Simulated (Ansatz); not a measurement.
**Two structures, one formula**

The two ends of one reaction step of SiH4SO2, singlet (PBE0-D4/def2-TZVP).

A:

```
8
angstrom
Si -0.7327 0.0905 0.3504
H 1.6002 -1.0817 -1.0882
S -2.2266 -0.8955 -0.3738
H 0.9869 -1.4826 -1.2436
O -0.0793 1.4666 -0.2161
O 0.1150 -0.2573 1.6789
H -0.4893 1.8116 -1.0142
H 0.8258 0.3485 1.9067
```

B:

Si1  (0.336, 0.076, -0.062)
H2  (1.510, -0.378, -0.834)
S3  (-1.429, -0.931, -0.726)
H4  (-0.835, -2.136, -0.768)
O5  (0.019, 1.674, -0.220)
O6  (0.722, -0.224, 1.491)
H7  (-0.374, 1.977, -1.039)
H8  (0.052, -0.057, 2.157)
(Å)

Program: Ansatz 0.2.0. Basis: def2-TZVPP. Cores are frozen in the correlated methods. B3LYP uses VWN-RPA correlation.

Q: Which structure is lower at CCSD(T), and by how much? (Judge from chemistry; the value comes from the calculation.)

A: By the calculation: B, by 1.077 eV (electronic energy, against the other). By their contacts, A is a complex of SiH₂SO₂ ([OH][Si]([OH])[S]) + H₂ and B is SiH₄SO₂ ([OH][SiH]([OH])[SH]).

All methods give the same order:

```csv
method,E(B) − E(A) (eV)
SPW92,-1.174
PBE-D4,-0.981
BLYP-D4,-0.891
r2SCAN-D4,-1.029
B97M-V,-0.979
PBE0-D4,-1.113
B3LYP-D4,-1.018
r2SCAN0-D4,-1.122
BHLYP-D4,-1.164
CAM-B3LYP-D4,-1.132
wB97X-V,-1.160
wB97M-V,-1.070
B2PLYP,-1.028
PBE-QIDH,-1.152
RPA on PBE,-1.056
HF,-1.219
MP2,-1.010
CCSD,-1.134
CCSD(T),-1.077
```

T1 diagnostic: at most 0.013.

Labels in which every atom is bracketed show which atoms are joined, not bond orders.

For scale, one of the runs: CCSD(T)/def2-TZVPP, 202 basis functions, launched by `ansatz run in.yaml --threads 4 --pin off --events-out ev --progress --plain --max-ram 9574MiB`. Hardware: 4 CPU threads of an Arm Neoverse V1, shared host. Wall time 56 s; peak host memory 2.4 GiB.
